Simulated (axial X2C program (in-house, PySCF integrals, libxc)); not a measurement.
Worked dissociation energy of AuSi: PW91, two-component

Computed with an in-house relativistic program for diatomic molecules. Two-component (2c) means X2C with spin–orbit coupling and atomic mean-field two-electron Coulomb and Gaunt terms. Basis: Au dyall-cv3z [13s14p9d6f4g], Si dyall-v3z [8s7p2d1f] (cores contracted in-house); Gaussian nuclei, density fitting, unrestricted open shells. Masses: Au 196.967 u, Si 27.977 u.

Molecular state: Ω = 1/2 (⟨Sz⟩ = -0.49, ⟨Lz⟩ = 0.99 at PW91).

| Quantity | Value |
| --- | --- |
| E(Au) (2M_J = 1) | -19019.118237 hartree |
| E(Si) (2M_J = 2) | -289.939702 hartree |
| E(AuSi) at Re | -19309.186558 hartree |
| ωe | 387.7 cm⁻¹ |
| ωexe | 1.45 cm⁻¹ |

**Question.** Work out De and D0.

**Answer.** De = -19019.118237 + (-289.939702) − (-19309.186558) = 0.12862 hartree = 3.500 eV. The zero-point energy is ωe/2 − ωexe/4 = 194 cm⁻¹ = 0.024 eV, so D0 = 3.476 eV.

The state is a single determinant with fixed occupations, the lowest that a limited PBE0 search found. Dissociation energies refer to the lowest single-determinant-based atoms at the same level and basis. Density functionals use the spin component along the axis (collinear). In 2c an atomic determinant is not the ground J level, so De misses part of the atomic spin–orbit lowering. This holds for PW91. Without a current term, density functionals place determinants with orbital angular momentum somewhat too high.

Each atomic determinant is the lowest at this level and need not be a pure J level. Totals compare only within one Hamiltonian and basis.
